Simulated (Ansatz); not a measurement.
Reaction (atomization): `[CH3][AlH][I]` → Al• + C• + 4 H• + I•

Calculated with Ansatz (gas phase, PBE0-D4/def2-TZVP geometries, no zero-point term in ΔE). CBS: MP2 limit from def2 TZ/QZ plus the TZ coupled-cluster correction, frozen cores. This one scheme is used for every species, atoms too. DFT in def2-TZVPP. No spin–orbit coupling; open shells (•) take unrestricted orbitals. Spin–orbit coupling would lower the free atoms: a little for Al, C; strongly for I. Elements past krypton have def2 core potentials. Bonds to I are less sure, by a few kJ/mol each and by 10 to 20 or more in all where they break to atoms, as the def2 sets lack core-valence functions.

```csv
species,revPBE-D4 energy (Eh)
`[CH3][AlH][I]`,-580.71918
Al•,-242.31416
C•,-37.84560
H•,-0.50412
I•,-297.72263
```

Q: Work out ΔE.

A: ΔE = 4 × (-0.50412) + (-242.31416) + (-37.84560) + (-297.72263) − (-580.71918) = 0.82031 Eh = +22.32 eV. CCSD(T)/CBS gives +22.87 eV.

Largest T1 diagnostic among the species: 0.018.

In def2-TZVPP, CCSD(T) changes the Hartree–Fock value by +4.81 eV (the triples alone add +0.27 eV) and MP2 by +5.03 eV; breaking electron pairs costs correlation energy, which Hartree–Fock lacks. At CCSD(T), def2-SVP lies −1.29 eV from the extrapolated value and def2-TZVPP −0.61 eV: correlation converges slowly with the basis, and small sets miss more of it in the bonded molecule than in its fragments. From r2SCAN to r2SCAN0 (25 % exact exchange), in def2-TZVPP and without D4, ΔE moves by −0.18 eV: exact exchange takes away binding that semilocal exchange gives to molecules.

For atomizations the MP2-based limit and the directly extrapolated one differ by several kJ/mol either way, and by 10 to 25 for some Ge, Se and Sn compounds, so smaller differences from it don't rank the levels.
